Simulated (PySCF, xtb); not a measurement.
diarsenic (As2), SMILES [As]#[As].

Harmonic wavenumbers (cm⁻¹) from GFN2-xTB (xtb) at its own minimum, in rising order: 503.

### Question
What does PySCF with PBE-D3(BJ)/def2-TZVP give at its own minimum? (Estimate from the structure and the level; the computed values follow.)

### Answer
436. Paired by order, the mean absolute difference is 67 cm⁻¹ and the zero-point energies are 0.7 and 0.6 kcal/mol.
